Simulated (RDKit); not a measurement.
A run for RDKit: UFF on BrH3Se (a complex), monomers drawn apart or pushed together.

```python
from rdkit import Chem
from rdkit.Chem import AllChem, rdDetermineBonds

blocks = [
'''2

Br   -0.33061094    0.13122235   -0.57024730
H    -0.35181744    0.14657662    0.87493129
''',
'''3

Se   -0.22167348    0.11013890    3.76655642
H     0.33338359   -1.25072465    3.70931479
H     1.12411792    0.69942913    3.69655177
''',
]
mol = None
for b in blocks:
    f = Chem.MolFromXYZBlock(b)
    rdDetermineBonds.DetermineBonds(f, charge=0)
    mol = f if mol is None else Chem.CombineMols(mol, f)
Chem.SanitizeMol(mol)
print(Chem.MolToSmiles(Chem.RemoveHs(mol)))
ff = AllChem.UFFGetMoleculeForceField(mol, vdwThresh=100.0, ignoreInterfragInteractions=False)
e = ff.CalcEnergy()
print(f'UFF energy {e:.6f} kcal/mol')
```

It printed:

```
Br.[SeH2]
UFF energy 2.671315 kcal/mol
```

The run finished.

Cost: around 0.04 core-seconds (rough).
